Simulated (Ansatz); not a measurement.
Isolated molecules relaxed with PBE0-D4/def2-TZVP in Ansatz; ΔE leaves out vibrations. CCSD(T)/CBS is the MP2 limit (def2-TZVPP, def2-QZVPP) plus CCSD(T) − MP2 in def2-TZVPP, frozen cores. This one scheme is used for every species. Functionals use def2-TZVPP. No spin–orbit coupling; open shells (•) take unrestricted orbitals. def2 core potentials past Kr. For In outer-core shells are correlated without core-valence functions, which leaves a few kJ/mol of doubt a bond. One conformer a species, not always the lowest.

`[CH3][In]([OH])[Cl]` → `[CH3][In][Cl]`• + `[OH]`•  (homolysis of the In–O bond)

`[CH3][In]([OH])[Cl]`:

```xyz
8

C     1.298   -0.044    0.429
In   -0.659   -0.326   -0.365
O    -2.210    0.901   -0.370
Cl   -1.290   -2.294   -1.434
H     1.231    0.265    1.472
H     1.850   -0.979    0.353
H     1.810    0.732   -0.140
H    -2.030    1.743    0.055
```

`[CH3][In][Cl]`•:

Cartesian coordinates in Å:
```
C -0.263 -0.279 0.722
In 0.145 1.349 -0.722
Cl 1.064 0.532 -2.763
H 0.693 -0.776 0.893
H -0.676 0.124 1.643
H -0.964 -0.951 0.227
```

`[OH]`•:

Cartesian coordinates in Å:
```
O 0.403 -0.259 0.083
H -0.403 0.259 -0.083
```

```csv
level,ΔE (kJ/mol)
PBE0-D4,353.9
CAM-B3LYP,358.1
```

Q: What does CCSD(T)/CBS give? (Best estimate.)

A: The calculation gave: +386.3 kJ/mol. The listed levels differ from it by -32.4, -28.2 kJ/mol.

Largest T1 diagnostic among the species: 0.016.

Leaving LDA and LC-ωPBE aside and taking each functional with its dispersion term where it has one, the values, not all of them listed here, spread over 48.1 kJ/mol, from BHLYP-D4 to ωB97X-V. LDA lies +76.3 kJ/mol from PBE without D4, its usual overbinding. From r2SCAN to r2SCAN0 (25 % exact exchange), in def2-TZVPP and without D4, ΔE moves by −13.5 kJ/mol: exact exchange takes away binding that semilocal exchange gives to molecules. In def2-TZVPP, CCSD(T) changes the Hartree–Fock value by +145.3 kJ/mol (the triples alone add +13.4 kJ/mol) and MP2 by +179.2 kJ/mol; breaking electron pairs costs correlation energy, which Hartree–Fock lacks.
